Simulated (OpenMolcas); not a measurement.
Cu3+: effect of the level shift or regulariser

| Property | Result |
| --- | --- |
| Program | OpenMolcas |
| Basis | ANO-RCC-VQZP [7s6p4d3f2g1h] |
| Scalar Hamiltonian | DKH2, point nucleus |
| Active space | 8 electrons in 10 orbitals (3d 4d) |
| State averaging | 2S+1 = 3 even, 10 roots; 2S+1 = 1 even, 15 roots |
| Spin-orbit coupling | RASSI with atomic mean-field integrals over the reference wave functions, term energies averaged over their components |

Methods on the same reference wave functions:
A. CASSCF
B. SS-CASPT2, IPEA 0.25 Eh, imaginary shift 0.1 Eh (closed shells correlated: 3s 3p)
C. SS-CASPT2, IPEA 0.25 Eh, real shift 0.2 Eh (closed shells correlated: 3s 3p)

Energies in cm⁻¹ above 3d⁸ ³F₄, the measured ground level; measured values from Sugar and Musgrove, J. Phys. Chem. Ref. Data 19, 527 (1990).

| Level | A | B | C | Measured |
| --- | --- | --- | --- | --- |
| 3d⁸ ³F₄ | 0.0 | 0.0 | 0.0 | 0.0 |
| 3d⁸ ³F₃ | 1830 | 1832 | 1832 | 1861 |
| 3d⁸ ³F₂ | 3060 | 3030 | 3030 | 3078 |
| 3d⁸ ¹D₂ | 19261 | 15850 | 15850 | 16248 |
| 3d⁸ ³P₂ | 23009 | 19730 | 19730 | 19697 |
| 3d⁸ ³P₁ | 23375 | 20120 | 20120 | 20097 |
| 3d⁸ ³P₀ | 23721 | 20450 | 20450 | 20423 |
| 3d⁸ ¹G₄ | 29681 | 27100 | 27100 | 26913 |
| 3d⁸ ¹S₀ | 70639 | 61500 | 61510 | 61456 |

Deviations, from unrounded energies. A percentage is the sum of absolute deviations over the sum of measured energies, with the sign that they share, or ± where signs differ.

```
                        Against measurement  Levels      A     B     C
             mean absolute deviation (cm-1)       8   3100    98   100
      fine structure of the ground term (%)       2   -1.0  -1.5  -1.5
other terms of the ground configuration (%)       6  +15.1  ±0.4  ±0.4
```

B, C lie about equally close to measurement and A furthest from it. The largest miss of B in the table is 3d⁸ ¹D₂, by -400 cm-1. The ranking rests on the paired levels alone, and a cruder setting can come out closer through cancelling errors.

Between B and C the level of the table that moves most is 3d⁸ ¹S₀, by 9.9 cm-1 (lowest in B, highest in C). Moves below CASPT2's spread within the term are not significant.

The two smallest mean deviations differ by little beside CASPT2's spread within terms, so their order carries little weight.

From A to B the spin-free energies of the other terms of 3d⁸ shown, above ³F, scale by factors of 0.81 to 0.91, as is usual when dynamic correlation screens the repulsion within a d or f shell.

The lowest spin-free term lies below A's lowest term by 0.559 hartree in B, 0.559 hartree in C.

CASPT2 does not keep the components of a term degenerate, so their means are used; among the terms shown or strongly mixed into the levels shown the widest spread is 630 cm-1 (3d⁸ ¹G, B). Active for correlation alone: 4d; no level in the range computed is led by a configuration that fills it, so any true level of that kind is missing. Without dynamic correlation excited terms often stand tens of per cent too high (terms of higher spin than the ground term too low), and those without a measured partner can miss by more than the paired ones (holds for A). Measured partners are found by configuration, term and J. A level has none where our copy of the source lacks it or the pairing is in doubt (some pairs that miss far off the trend of their configuration count as doubtful), and it then counts in no deviation. Levels of configurations outside the active space are missing.
